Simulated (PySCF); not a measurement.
`C[C@H]1[C@H](O)C[Si@]1(C)F`, C$_{5}$H$_{11}$FOSi

Molfile (atoms numbered from 1):
```
C5H11FOSi
     RDKit          3D

 19 19  0  0  0  0  0  0  0  0999 V2000
   -1.1523    1.4191    0.9842 C   0  0  0  0  0  0  0  0  0  0  0  0
   -0.9157    0.0193    0.4403 C   0  0  1  0  0  0  0  0  0  0  0  0
   -0.9174   -0.0920   -1.1018 C   0  0  2  0  0  0  0  0  0  0  0  0
   -2.1423   -0.5927   -1.5694 O   0  0  0  0  0  0  0  0  0  0  0  0
    0.2950   -1.0370   -1.3071 C   0  0  0  0  0  0  0  0  0  0  0  0
    0.8053   -0.8099    0.5125 Si  0  0  1  0  0  4  0  0  0  0  0  0
    2.3541    0.1674    0.9740 C   0  0  0  0  0  0  0  0  0  0  0  0
    0.8577   -2.1984    1.3606 F   0  0  0  0  0  0  0  0  0  0  0  0
   -1.1075    1.4169    2.0710 H   0  0  0  0  0  0  0  0  0  0  0  0
   -0.4001    2.1116    0.6111 H   0  0  0  0  0  0  0  0  0  0  0  0
   -2.1331    1.7811    0.6807 H   0  0  0  0  0  0  0  0  0  0  0  0
   -1.6994   -0.6406    0.8181 H   0  0  0  0  0  0  0  0  0  0  0  0
   -0.7113    0.8897   -1.5529 H   0  0  0  0  0  0  0  0  0  0  0  0
   -2.0805   -0.7342   -2.5198 H   0  0  0  0  0  0  0  0  0  0  0  0
    0.9627   -0.7290   -2.1075 H   0  0  0  0  0  0  0  0  0  0  0  0
   -0.0498   -2.0463   -1.5260 H   0  0  0  0  0  0  0  0  0  0  0  0
    2.3348    0.4373    2.0252 H   0  0  0  0  0  0  0  0  0  0  0  0
    3.2426   -0.4326    0.8046 H   0  0  0  0  0  0  0  0  0  0  0  0
    2.4474    1.0794    0.3946 H   0  0  0  0  0  0  0  0  0  0  0  0
  1  2  1  0
  2  3  1  0
  3  4  1  0
  3  5  1  0
  5  6  1  0
  6  7  1  0
  6  8  1  1
  6  2  1  0
  1  9  1  0
  1 10  1  0
  1 11  1  0
  2 12  1  1
  3 13  1  6
  4 14  1  0
  5 15  1  0
  5 16  1  0
  7 17  1  0
  7 18  1  0
  7 19  1  0
M  END
```

Theory: PySCF 2.14.0, TDDFT PBE0/def2-SVPD circular dichroism and optical rotation, one conformer, gas phase. Geometry: GFN2-xTB.

The molecule is flexible and this is one conformer; a measurement averages over conformers. States above about 7.6 eV (minus the energy of the highest occupied orbital) lie near or above the ionisation threshold and depend on the basis.

Stereocentres: C2 S, C3 R, Si6 S.

Q: Give the optical rotatory dispersion at 633, 589.3, 546, 436, 405, 365, 355 nm.

A: [α] in deg dm⁻¹ (g/mL)⁻¹:
```tsv
λ (nm)	origin-invariant length gauge	modified velocity gauge	length gauge (centre of mass)	isotropic polarisability (au)
633	-99.8	-101.5	-99.5	88.7
589.3	-117.0	-119.0	-116.7	89.0
546	-139.2	-141.4	-138.8	89.3
436	-237.8	-241.5	-237.2	90.8
405	-286.7	-291.1	-286.0	91.5
365	-378.3	-383.9	-377.4	92.8
355	-408.8	-414.7	-407.8	93.1
```

Q: And for the mirror image at 589.3 nm?

A: +117.0 deg dm⁻¹ (g/mL)⁻¹ (origin-invariant length gauge): the same size and the opposite sign.

Q: What is the molar rotation [Φ] = [α]·M/100 of the geometry above at 589.3 nm?

A: With M = 134.22 g/mol, -157.1 deg cm² dmol⁻¹ (origin-invariant length gauge).

The first excitation lies at 6.76 eV (183 nm) with R = -12.0 × 10⁻⁴⁰ esu² cm² (velocity form).
